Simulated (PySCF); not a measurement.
Si(Me)(OH)2(PH2) (CH₇O₂PSi), SMILES C[Si](O)(O)P. Atoms are numbered in the order given.

```xyz
12

C      1.9529     0.0539    -0.5167
Si     0.2279     0.2610     0.1508
O     -0.4363     1.7270    -0.2839
O      0.3858     0.1158     1.8032
P     -1.3117    -1.2117    -0.5922
H      2.3567    -0.9347    -0.2509
H      1.9663     0.1516    -1.6125
H      2.6269     0.8148    -0.0904
H      0.1070     2.5034    -0.1158
H     -0.4342     0.1534     2.3054
H     -1.0553    -0.9228    -1.9671
H     -0.3967    -2.3090    -0.5512
```

Geometry: PBE0-D3(BJ)/def2-SVP. This is a generated structure with no PubChem entry under its InChIKey; it may be hypothetical. The values are those of a single conformer.

The numbers are results of PBE/def2-TZVP in PySCF, not measurements.

ESP charges are fitted to the potential on shells at 1.4 to 2.0 van der Waals radii. Atomic charges (e):

```tsv
atom	Mulliken	ESP fit	IAO
C1	-0.46	-0.87	-0.77
Si2	0.49	0.89	1.26
O3	-0.47	-0.68	-0.78
O4	-0.47	-0.66	-0.78
P5	-0.27	-0.33	-0.17
H6	0.14	0.23	0.17
H7	0.14	0.20	0.17
H8	0.13	0.23	0.16
H9	0.31	0.41	0.36
H10	0.31	0.40	0.37
H11	0.08	0.10	0.01
H12	0.08	0.08	0.00
```

### Question
Give the Mayer and Wiberg (Löwdin basis) orders of the bonds. (Estimate from the structure and the level; the computed values follow.)

### Answer

| bond | Mayer | Wiberg |
|---|---|---|
| C1–Si2 | 0.96 | 1.20 |
| Si2–O3 | 1.24 | 1.66 |
| Si2–O4 | 1.24 | 1.66 |
| Si2–P5 | 1.05 | 1.30 |
| C1–H6 | 0.94 | 0.89 |
| C1–H7 | 0.94 | 0.90 |
| C1–H8 | 0.94 | 0.89 |
| O3–H9 | 0.88 | 1.02 |
| O4–H10 | 0.88 | 1.02 |
| P5–H11 | 0.94 | 0.97 |
| P5–H12 | 0.94 | 0.97 |
